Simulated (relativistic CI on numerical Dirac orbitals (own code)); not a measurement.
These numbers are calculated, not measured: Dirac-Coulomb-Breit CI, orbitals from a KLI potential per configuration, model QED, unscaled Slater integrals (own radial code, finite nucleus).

The strongest absorption lines from the ground level of an ion, among the configurations computed and to levels below about 285 eV (vacuum wavelength in Å, gf): 61.398 (2.4), 65.054 (5.1), 66.017 (0.7), 66.121 (0.67), 67.863 (8.8), 68.041 (1.2), 85.478 (0.54), 87.869 (0.62).

(1) Which ion is it?
A. Tm³¹⁺
B. Tb²⁷⁺
C. Tb²⁹⁺
D. Pm²³⁺

Answers

(1) B. Tb²⁷⁺ has 38 electrons and the ground level 4s2.4p6.4d2 3F_2; the strongest line goes to 4s2.4p6.4d.4f 3G°_3. The pattern of lines fixes the number of electrons, and along that sequence the line energies rise steadily with the charge (about as its square where n changes within one kind of shell, about linearly where n is kept but much faster in heavy ions where fine structure, which grows about as Z⁴, sets the gap, and irregularly where shells cross), which fixes Z. Configurations outside the model, such as inner-shell arrays, can give stronger lines. At this charge energies of transitions that change n are usually good to better than 1 %, and those within a shell (Δn = 0) to a few per cent. Terms inside the open d or f shell come out 10 to 20 % too wide with unscaled integrals.

LS names give the leading component of a level, which can be under half, so a name can repeat, a term be missing and a line seem to break the LS rules.
